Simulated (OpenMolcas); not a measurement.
An atom or ion with 31 electrons was computed by XMS-RASPT2, IPEA 0.25 Eh, imaginary shift 0.1 Eh with spin-orbit coupling (OpenMolcas, ANO-RCC-VTZP, DKH2). The lowest levels that the run gave, each within 12 % of the measured value where one is at hand:

```
  J  Parity  E (cm-1)      g
1/2     odd       0.0  0.666
3/2     odd      2650  1.334
1/2    even     62310  2.669
3/2    even     63330  1.734
5/2    even     64830  1.600
3/2    even     83300  0.801
5/2    even     83490  1.202
1/2    even    107790  1.964
1/2    even    115790  0.706
3/2    even    117300  1.334
```

**Question.** Which ion is it, and what are the configurations and terms?

**Answer.** As III (Z = 33, charge +2; active space 3 electrons in 9 orbitals (RAS2 4s 4p; RAS3 4d, at most 2 electrons)). J, parity and g give the terms where levels are pure, and mixed ones are named by the computed weights; the size of the splittings, set against known spectra of the 31-electron sequence, gives the charge. In order, with the measured energies in cm-1 (Moore, Atomic Energy Levels, vol. II, NSRDS-NBS 35 (1971 reprint of NBS Circular 467, 1952)): 4s2 4p 2P* 1/2, 4s2 4p 2P* 3/2 (2940), 4s 4p2 4P 1/2, 4s 4p2 4P 3/2, 4s 4p2 4P 5/2, 4s 4p2 2D 3/2 (85309), 4s 4p2 2D 5/2 (85630), 4s 4p2 2S 1/2 (107806), 4s 4p2 2P 1/2 (113938), 4s 4p2 2P 3/2 (115425).

Term energies are means over components that CASPT2 splits; among the terms shown or strongly mixed into the levels shown the widest spread is 26 cm-1 (4s 4p2 2D). Active for correlation alone: 4d; no level in the range computed is led by a configuration that fills it, so any true level of that kind is missing. Some terms mix strongly with configurations of 4d, whose occupation reaches 0.18 (4s 4p2 2D). Computed and measured levels are paired by configuration, term and J; levels that our copy of the source lacks, or whose pairing is in doubt (as where it misses far off the trend of its configuration), stay unpaired and out of the deviations. Levels of configurations outside the active space are missing.

* marks odd parity.
